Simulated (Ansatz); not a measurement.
Geometry optimisation, RHF/def2-SVP (Ansatz).

The input (input.yaml):

```yaml
crystal:
  periodic: [false, false, false]
  atoms:
    - { symbol: Ge, position_ang: [0.527935, 0.179603, -0.195882] }
    - { symbol: H, position_ang: [0.055424, -0.082076, 1.239743] }
    - { symbol: Cl, position_ang: [2.671489, 0.279379, -0.193701] }
    - { symbol: Cl, position_ang: [-0.191557, 2.022567, -0.986168] }
    - { symbol: Cl, position_ang: [-0.017639, -1.424259, -1.502525] }
    - { symbol: O, position_ang: [-2.277747, -0.185314, 0.718593] }
    - { symbol: Si, position_ang: [-3.657472, -1.024754, 0.312433] }
    - { symbol: H, position_ang: [-3.390819, -2.480312, 0.282676] }
    - { symbol: H, position_ang: [-4.740898, -0.767967, 1.289211] }
    - { symbol: H, position_ang: [-4.059097, -0.548875, -1.022446] }
    - { symbol: H, position_ang: [-1.77182, -0.400791, 1.513867] }
basis:
  gaussian: { orbitals: def2-SVP }
hamiltonian:
  xc: hf
relax:
  f_tol: 0.03
  max_steps: 50
```

Run as:

```bash
$ ansatz run input.yaml --threads 4 --pin off --max-ram 5120MiB --backend cpu --events-out ev --progress --plain --runs-dir out
```

**Question.** Where does it end, and by what steps?

**Answer.** It converged. The force dipped under the threshold on the way, but the program's further checks kept it going. After 20 steps the energy has fallen by 0.215 eV; H11 moved furthest, 0.79 Å.

| step | energy less start (eV) | largest force component (eV/Å) | accepted |
| --- | --- | --- | --- |
| 0 | 0.0000 | 1.115 | yes |
| 1 | -0.1106 | 0.394 | yes |
| 2 | -0.1591 | 0.510 | yes |
| 3 | -0.1784 | 0.622 | yes |
| 4 | -0.1891 | 0.285 | yes |
| 5 | -0.1970 | 0.547 | yes |
| 6 | -0.2033 | 0.208 | yes |
| 7 | -0.2100 | 0.080 | yes |
| 8 | -0.2113 | 0.078 | yes |
| 9 | -0.2122 | 0.046 | yes |
| 10 | -0.2128 | 0.032 | yes |
| 11 | -0.2132 | 0.033 | yes |
| 12 | -0.2132 | 0.042 | yes |
| 13 | -0.2135 | 0.036 | yes |
| 14 | -0.2139 | 0.018 | yes |
| 15 | -0.2142 | 0.079 | yes |
| 16 | -0.2143 | 0.073 | yes |
| 17 | -0.2145 | 0.051 | yes |
| 18 | -0.2146 | 0.026 | yes |
| 19 | -0.2146 | 0.042 | yes |
| 20 | -0.2147 | 0.024 | yes |

```xyz
11
Properties=species:S:1:pos:R:3
Ge 0.613 0.194 -0.229
H 0.531 0.028 1.265
Cl 2.640 0.668 -0.759
Cl -0.610 1.794 -0.945
Cl 0.102 -1.599 -1.279
O -2.245 -0.586 1.122
Si -3.611 -0.966 0.250
H -3.864 -2.424 0.285
H -4.791 -0.278 0.824
H -3.379 -0.517 -1.131
H -2.238 -0.747 2.053
```

Whether the end is a true minimum wasn't checked by a vibrational analysis.

Time of the run: 46 s on 4 threads of Arm Neoverse V1, with other jobs on the host, peak memory 0.41 GiB.
